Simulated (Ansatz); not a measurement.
Mulliken charges of `CC(C)=[Se]` from ωB97M-V/def2-TZVPP in Ansatz (PBE0-D4/def2-TZVP geometry).

| atom | x (Å) | y (Å) | z (Å) | charge (e) |
| --- | --- | --- | --- | --- |
| C1 | -0.208 | 1.135 | -0.524 | -0.248 |
| C2 | -0.386 | -0.328 | -0.313 | -0.086 |
| C3 | 0.486 | -0.932 | 0.733 | -0.248 |
| Se4 | -1.549 | -1.280 | -1.237 | -0.099 |
| H5 | -0.870 | 1.522 | -1.296 | 0.116 |
| H6 | -0.390 | 1.673 | 0.414 | 0.112 |
| H7 | 0.833 | 1.348 | -0.798 | 0.112 |
| H8 | 0.315 | -0.432 | 1.694 | 0.112 |
| H9 | 0.312 | -1.999 | 0.845 | 0.116 |
| H10 | 1.540 | -0.758 | 0.484 | 0.112 |

Q: By hand: the dipole of these point charges (1 e Å = 4.8032 D).

A: Σ q r = (0.310, 0.254, 0.246) e Å, of length 0.470 e Å = 2.26 D.

Q: How does the dipole of the full density compare? (Estimate.)

A: Computed: (0.395, 0.324, 0.314) e Å, 2.88 D; the point charges give 0.78 times that, at 0° from its direction.

Point charges leave out the atoms' own dipoles, such as those of lone pairs, and Mulliken's split depends on the basis, so the two needn't agree.
